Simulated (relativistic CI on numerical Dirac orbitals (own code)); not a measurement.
## What each ingredient does to the levels of In XX

Base calculation: Dirac-Coulomb-Breit CI, KLI orbitals optimised for each configuration, a model potential for QED, unscaled Slater integrals.

CI space (outside the closed core [Ar]): 3d10.4s2, 3d10.4s.4p, 3d10.4p2, 3d10.4s.4d, 3d10.4d2, 3d10.4s.4f, 3d10.4p.4d, 3d10.4f2, 3d10.4p.4f, 3d10.4d.4f, 3d10.4s.5s, 3d10.4s.5p, 3d10.4s.5d, 3d10.4s.5f, 3d10.4s.5g, 3d10.4s.6s, 3d10.4s.6p, 3d10.4s.6d, 3d10.4s.6f, 3d10.4s.7s, 3d9.4s2.4p, 3d9.4s2.4d, 3d9.4s2.4f, 3d9.4s2.5s, 3d9.4s2.5p, 3d9.4s2.5d. Double excitations out of closed p, d and f shells are left out; levels of such configurations are missing from the list, as are those of other unlisted configurations, and high levels can miss mixing partners. These lack a partner that the ground configuration has and come out too high: 3d9.4s2.4p, 3d9.4s2.4d, 3d9.4s2.4f, 3d9.4s2.5s, 3d9.4s2.5p.

The lowest level and the first level of each name with at least 55 % of one term (blank where a level has no safe partner in the second run):

```
           Level  Base (cm⁻¹)  Shift (cm⁻¹)
   3d10.4s2 1S_0            0             0
3d10.4s.4p 3P°_0       295542           +70
3d10.4s.4p 3P°_1       312326           +79
3d10.4s.4p 3P°_2       376628           +66
3d10.4s.4p 1P°_1       463125          +199
   3d10.4p2 3P_0       691570          +105
   3d10.4p2 3P_1       751882          +105
   3d10.4p2 1D_2       755049           +99
   3d10.4p2 3P_2       831199           +97
   3d10.4p2 1S_0       893441          +100
 3d10.4s.4d 3D_1       970052           -10
 3d10.4s.4d 3D_2       975361            -9
 3d10.4s.4d 3D_3       984886            -9
 3d10.4s.4d 1D_2      1051631           +12
3d10.4p.4d 3F°_2      1282474           +31
3d10.4p.4d 3F°_3      1318088           +30
3d10.4p.4d 3D°_1      1350747           +25
3d10.4p.4d 3F°_4      1373849           +32
3d10.4p.4d 3P°_0      1409956           +28
3d10.4p.4d 3D°_3      1411963           +21
3d10.4p.4d 3P°_1      1413409           +28
3d10.4p.4d 1F°_3      1451699           -14
```

At this charge energies of transitions that change n are usually good to better than 1 %, and those within a shell (Δn = 0) to a few per cent.

Q: One thing was changed in a second run, which moved the levels as shown. Which?
A. Breit term removed
B. one mean potential for all configurations
C. P86 correlation estimate
D. configuration mixing switched off
E. QED terms removed

A: B. One mean potential for all configurations. One potential for all configurations removes the relaxation of the orbitals, which moves whole configurations and changes the integrals a little.

LS names give the leading component of a level, which can be under half, so a name can repeat, a term be missing and a line seem to break the LS rules.
